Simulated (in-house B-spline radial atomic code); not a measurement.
Inner levels of arsenic as electrons are removed. A shift is the extra binding of the orbital against the neutral atom ([Ar] 3d10 4s2 4p1/2(2) 4p3/2(1)). The density at the nucleus is averaged over the nuclear charge. Computed with an all-electron radial atomic-structure program (B-spline basis): Dirac-Hartree-Fock, jj configuration that fills j = l - 1/2 first, finite nuclei.

A number in brackets counts the electrons of a j subshell.

```tsv
ion	configuration	shift of 1s1/2 (eV)	radius of 1s1/2 (bohr)	Σ<r²> (bohr²)	change of density at nucleus (bohr⁻³)
As23+	[He] 2s2 2p6	1048.55	0.045442	0.31644	-386.67
As24+	[He] 2s2 2p1/2(2) 2p3/2(3)	1222.8	0.045397	0.2722	-281.05
As25+	[He] 2s2 2p1/2(2) 2p3/2(2)	1401.37	0.04535	0.23047	-171.99
As26+	[He] 2s2 2p1/2(2) 2p3/2(1)	?	?	?	?
As27+	[He] 2s2 2p1/2(2)	1771.41	0.045247	0.15385	56.547
As28+	[He] 2s2 2p1/2(1)	?	?	?	?
As29+	[He] 2s2	2167.3	0.045127	0.087153	273.32
As30+	[He] 2s1	2340.85	0.045121	0.045562	-1530.06
As31+	1s2	?	?	?	?
As32+	1s1	3086.03	0.044563	0.0026611	-18800.4
```

**Question.** Fill in the row of As26+.

**Answer.** shift of 1s1/2 (eV): 1584.24; radius of 1s1/2 (bohr): 0.0453; Σ<r²> (bohr²): 0.19108; change of density at nucleus (bohr⁻³): -59.465.

**Question.** Fill in the row of As28+.

**Answer.** shift of 1s1/2 (eV): 1967.05; radius of 1s1/2 (bohr): 0.045189; Σ<r²> (bohr²): 0.11953; change of density at nucleus (bohr⁻³): 163.62.

**Question.** Fill in the row of As31+.

**Answer.** shift of 1s1/2 (eV): 2517.13; radius of 1s1/2 (bohr): 0.04509; Σ<r²> (bohr²): 0.0054564; change of density at nucleus (bohr⁻³): -3408.17.
